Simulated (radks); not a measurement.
Au30+, configuration [Kr] 4d10 4f3. Method: non-relativistic Kohn-Sham, TPSS, spin-polarised, spherical densities, point nucleus; open shells are filled with parallel spins first (spin-orbit coupling, left out, can overturn this in heavy ions); meta-GGA in the generalised Kohn-Sham scheme; relativity is left out, which matters for an element this heavy; computed with a radial shooting solver on a logarithmic mesh with Libxc functionals.

Unscreened Slater integrals over Kohn-Sham orbitals (hartree). They are taken over the spin-up orbitals. Empty in this configuration: 5s.

| integral | value |
|---|---|
| F0(4f,4f) | 2.3064 |
| F2(4f,4f) | 1.2230 |
| F4(4f,4f) | 0.79841 |
| F6(4f,4f) | 0.58426 |
| F0(4f,4d) | 2.2116 |
| F2(4f,4d) | 1.1084 |
| F4(4f,4d) | 0.72098 |
| G1(4f,4d) | 1.1625 |
| G3(4f,4d) | 0.79417 |
| G5(4f,4d) | 0.58122 |
| F0(4f,4p) | 2.1918 |
| F2(4f,4p) | 1.1050 |
| G2(4f,4p) | 0.87331 |
| G4(4f,4p) | 0.64059 |
| F0(4f,4s) | 2.1900 |
| G3(4f,4s) | 0.72973 |
| F0(4f,5s) | 1.4272 |
| G3(4f,5s) | 0.13402 |
| F0(4d,4d) | 2.1609 |
| F2(4d,4d) | 1.1088 |
| F4(4d,4d) | 0.75349 |
| F0(4d,4p) | 2.1418 |
| F2(4d,4p) | 1.1054 |
| G1(4d,4p) | 1.3627 |
| G3(4d,4p) | 0.87540 |
| F0(4d,4s) | 2.1388 |
| G2(4d,4s) | 1.0484 |
| F0(4d,5s) | 1.4129 |
| G2(4d,5s) | 0.14402 |
| F0(4p,4p) | 2.1288 |
| F2(4p,4p) | 1.1189 |
| F0(4p,4s) | 2.1261 |
| G1(4p,4s) | 1.4427 |
| F0(4p,5s) | 1.4087 |
| G1(4p,5s) | 0.13748 |
| F0(4s,4s) | 2.1244 |
| F0(4s,5s) | 1.4079 |
| G0(4s,5s) | 0.10062 |
| F0(5s,5s) | 1.1732 |

Derived for the open shells (J is the average intra-shell exchange parameter used in DFT+U). 4f: F4/F2 = 0.653, F6/F2 = 0.478, J = (286 F2 + 195 F4 + 250 F6)/6435 = 0.1012 hartree.
